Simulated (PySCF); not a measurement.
GeH$_{5}$NOSi, Ge$_{2}$H$_{4}$O$_{2}$, GeH$_{5}$O$_{2}$Si (calculated)

Computed with PySCF 2.14.0. Calculation on a computer-drawn molecule: the log of a Hartree-Fock and frozen-core CCSD(T) single point meant for a local Hartree-Fock minimum, with one planted fault or none, to be diagnosed. Offsets are logged minus clean, where the clean run is the same molecule without the fault. The reference is restricted for singlets and unrestricted otherwise, and also for a bond in bohr or an excited solution. Adding or removing an electron swaps singlet and doublet. The excited solution moves the top pair (singlet) or top alpha electron (doublet) to the lowest empty orbital. Highest occupied and lowest empty are orbital energies over both spins, largest force is the largest gradient component, triples share is (T) over the correlation energy, the T1 limit is 0.02 restricted and 0.045 unrestricted, electrons count all cores, a negative frequency is imaginary (commonest isotopes), and the dipole is about the centre of nuclear charge; on germanium a core potential holds 10 electrons, which the energies leave out, and 3d is frozen in MP2 and coupled-cluster steps.

Common to all runs: meant charge 0; meant basis and core potential on germanium cc-pVDZ-PP ECP10MDF; logged SCF converged yes; possible faults no fault, one electron removed, one electron added, multiplicity raised by two, geometry at a saddle point, SCF held on an excited solution, minimal basis STO-3G, one bond length entered in bohr, all coordinates scaled.

(1) 
```xyz
9
formula=GeH5NOSi meant_multiplicity=1 meant_basis=cc-pV(D+d)Z logged_electrons=66 logged_basis_functions=99 logged_spin_squared=0.9043 logged_highest_occupied=-8.3697 logged_lowest_empty=1.4338 logged_largest_force=0.0096317 logged_T1_diagnostic=0.04347 logged_D1_diagnostic=0.19767 logged_triples_share=0.032714 logged_CC_converged=yes logged_dipole_magnitude=2.0498 logged_SCF_stable_within_its_kind=yes logged_energy_HF=-714.44703 logged_energy_CCSD(T)=-715.03661 planted_fault=one_bond_length_entered_in_bohr,row_6_of_the_drawn_bonds HF_energy_offset_from_clean_run=66.05 CCSD(T)_energy_offset_from_clean_run=72.55
O     -1.3426     1.7361     1.4588
Ge    -1.2946     0.7156     0.0029
N     -1.2935    -1.0240     0.5979
Si    -0.0101    -2.0227     1.1529
H     -1.1991     2.6603     1.3142
H     -0.0193     0.9950    -0.7831
H     -3.6885     1.1702    -1.5537
H     -2.2159    -1.4123     0.7045
H      1.1126    -1.0462     0.8309
```

Units: logged_highest_occupied, logged_lowest_empty in eV; logged_largest_force in hartree/bohr; logged_dipole_magnitude in debye; logged_energy_HF, logged_energy_CCSD(T) in hartree; HF_energy_offset_from_clean_run, CCSD(T)_energy_offset_from_clean_run in kcal/mol.

Drawn bonds:
```tsv
atom	other atom	order
1	2	1
2	3	1
3	4	1
1	5	1
2	6	1
2	7	1
3	8	1
4	9	1
```

(2) 
```xyz
9
formula=GeH5NOSi meant_multiplicity=1 meant_basis=cc-pV(D+d)Z logged_electrons=66 logged_basis_functions=99 logged_spin_squared=0 logged_highest_occupied=-10.763 logged_lowest_empty=1.9788 logged_largest_force=0.10547 logged_T1_diagnostic=0.014654 logged_D1_diagnostic=0.049922 logged_triples_share=0.025043 logged_CC_converged=yes logged_dipole_magnitude=3.0077 logged_SCF_stable_within_its_kind=yes logged_energy_HF=-714.46754 logged_energy_CCSD(T)=-715.05016 planted_fault=all_coordinates_scaled,by_-7.2_% HF_energy_offset_from_clean_run=41.06 CCSD(T)_energy_offset_from_clean_run=53.21
O     -1.8133     1.2148     2.2279
Ge    -0.6930     1.4159     1.0206
N      0.0176    -0.0333     0.5758
Si    -0.0552    -1.4633     0.8113
H     -1.4750     1.1384     3.0342
H      0.3137     2.3022     1.4897
H     -1.4349     1.9515    -0.0565
H     -0.8660    -2.1227     1.6970
H      0.7452    -2.3392     0.1354
```

Units: logged_highest_occupied, logged_lowest_empty in eV; logged_largest_force in hartree/bohr; logged_dipole_magnitude in debye; logged_energy_HF, logged_energy_CCSD(T) in hartree; HF_energy_offset_from_clean_run, CCSD(T)_energy_offset_from_clean_run in kcal/mol.

Drawn bonds:
```tsv
atom	other atom	order
1	2	1
2	3	1
3	4	2
1	5	1
2	6	1
2	7	1
4	8	1
4	9	1
```

(3) 
```xyz
9
formula=GeH5NOSi meant_multiplicity=1 meant_basis=cc-pV(D+d)Z logged_electrons=67 logged_basis_functions=99 logged_spin_squared=0.769 logged_highest_occupied=0.068099 logged_lowest_empty=8.6388 logged_largest_force=0.098682 logged_T1_diagnostic=0.01645 logged_D1_diagnostic=0.056621 logged_triples_share=0.027683 logged_CC_converged=yes logged_dipole_magnitude=5.7482 logged_SCF_stable_within_its_kind=yes logged_energy_HF=-714.50019 logged_energy_CCSD(T)=-715.10986 planted_fault=one_electron_added HF_energy_offset_from_clean_run=20.57 CCSD(T)_energy_offset_from_clean_run=15.75
O     -1.9539     1.3091     2.4008
Ge    -0.7468     1.5257     1.0998
N      0.0189    -0.0359     0.6205
Si    -0.0595    -1.5768     0.8742
H     -1.5895     1.2268     3.2696
H      0.3381     2.4808     1.6052
H     -1.5462     2.1029    -0.0609
H     -0.9332    -2.2874     1.8287
H      0.8030    -2.5207     0.1459
```

Units: logged_highest_occupied, logged_lowest_empty in eV; logged_largest_force in hartree/bohr; logged_dipole_magnitude in debye; logged_energy_HF, logged_energy_CCSD(T) in hartree; HF_energy_offset_from_clean_run, CCSD(T)_energy_offset_from_clean_run in kcal/mol.

Drawn bonds:
```tsv
atom	other atom	order
1	2	1
2	3	1
3	4	2
1	5	1
2	6	1
2	7	1
4	8	1
4	9	1
```

Notes: highest electron not bound in this basis.

(4) 
```xyz
9
formula=GeH5NOSi meant_multiplicity=1 meant_basis=cc-pV(D+d)Z logged_electrons=65 logged_basis_functions=99 logged_spin_squared=0.7727 logged_highest_occupied=-16.633 logged_lowest_empty=-5.8906 logged_largest_force=0.095051 logged_T1_diagnostic=0.029361 logged_D1_diagnostic=0.16222 logged_triples_share=0.027055 logged_CC_converged=yes logged_dipole_magnitude=7.5958 logged_SCF_stable_within_its_kind=yes logged_energy_HF=-714.24067 logged_energy_CCSD(T)=-714.79846 planted_fault=one_electron_removed HF_energy_offset_from_clean_run=183.4 CCSD(T)_energy_offset_from_clean_run=211.2
O     -1.9539     1.3091     2.4008
Ge    -0.7468     1.5257     1.0998
N      0.0189    -0.0359     0.6205
Si    -0.0595    -1.5768     0.8742
H     -1.5895     1.2268     3.2696
H      0.3381     2.4808     1.6052
H     -1.5462     2.1029    -0.0609
H     -0.9332    -2.2874     1.8287
H      0.8030    -2.5207     0.1459
```

Units: logged_highest_occupied, logged_lowest_empty in eV; logged_largest_force in hartree/bohr; logged_dipole_magnitude in debye; logged_energy_HF, logged_energy_CCSD(T) in hartree; HF_energy_offset_from_clean_run, CCSD(T)_energy_offset_from_clean_run in kcal/mol.

Drawn bonds:
```tsv
atom	other atom	order
1	2	1
2	3	1
3	4	2
1	5	1
2	6	1
2	7	1
4	8	1
4	9	1
```

(5) 
```xyz
8
formula=Ge2H4O2 meant_multiplicity=1 meant_basis=cc-pVDZ logged_electrons=84 logged_basis_functions=94 logged_spin_squared=2.0151 logged_highest_occupied=-7.4392 logged_lowest_empty=-0.47414 logged_largest_force=0.029341 logged_T1_diagnostic=0.019736 logged_D1_diagnostic=0.085124 logged_triples_share=0.024624 logged_CC_converged=yes logged_dipole_magnitude=1.2319 logged_SCF_stable_within_its_kind=yes logged_energy_HF=-738.79205 logged_energy_CCSD(T)=-739.37042 planted_fault=multiplicity_raised_by_two HF_energy_offset_from_clean_run=38.38 CCSD(T)_energy_offset_from_clean_run=51.03
O      1.4860     1.7284    -1.7790
Ge     1.8949     0.0050    -1.7725
O      0.8280    -0.8296    -2.9091
Ge    -0.7869    -1.5815    -2.9121
H      1.6148     2.1674    -2.6077
H      1.6341    -0.4630    -0.3497
H      3.3196    -0.2093    -2.2721
H     -1.0489    -1.4895    -1.3305
```

Units: logged_highest_occupied, logged_lowest_empty in eV; logged_largest_force in hartree/bohr; logged_dipole_magnitude in debye; logged_energy_HF, logged_energy_CCSD(T) in hartree; HF_energy_offset_from_clean_run, CCSD(T)_energy_offset_from_clean_run in kcal/mol.

Drawn bonds:
```tsv
atom	other atom	order
1	2	1
2	3	1
3	4	1
1	5	1
2	6	1
2	7	1
4	8	1
```

(6) 
```xyz
9
formula=GeH5O2Si meant_multiplicity=2 meant_basis=cc-pV(D+d)Z logged_electrons=67 logged_basis_functions=99 logged_spin_squared=0.7736 logged_highest_occupied=-3.199 logged_lowest_empty=-0.96258 logged_largest_force=0.056624 logged_dipole_magnitude=1.6675 logged_SCF_stable_within_its_kind=no logged_energy_HF=-734.80221
O     -0.6512    -1.2040     2.5994
Ge     0.5205     0.0892     2.3232
O      1.6779    -0.4486     1.0963
Si     1.8286    -0.8430    -0.4895
H     -0.2907    -2.0227     2.9091
H      1.3450     0.3673     3.5709
H     -0.2878     1.2606     1.7944
H      0.7813    -0.1664    -1.3000
H      1.7184    -2.3124    -0.6739
```

Units: logged_highest_occupied, logged_lowest_empty in eV; logged_largest_force in hartree/bohr; logged_dipole_magnitude in debye; logged_energy_HF in hartree.

Drawn bonds:
```tsv
atom	other atom	order
1	2	1
2	3	1
3	4	1
1	5	1
2	6	1
2	7	1
4	8	1
4	9	1
```

Notes: coupled-cluster numbers left out as unreliable.

**Q.** Which fault was planted in the run of GeH$_{5}$O$_{2}$Si (entry 6)?
**A.** SCF held on an excited solution

Further results for GeH$_{5}$O$_{2}$Si (entry 6):

* HF energy offset from clean run: 120.6 kcal/mol
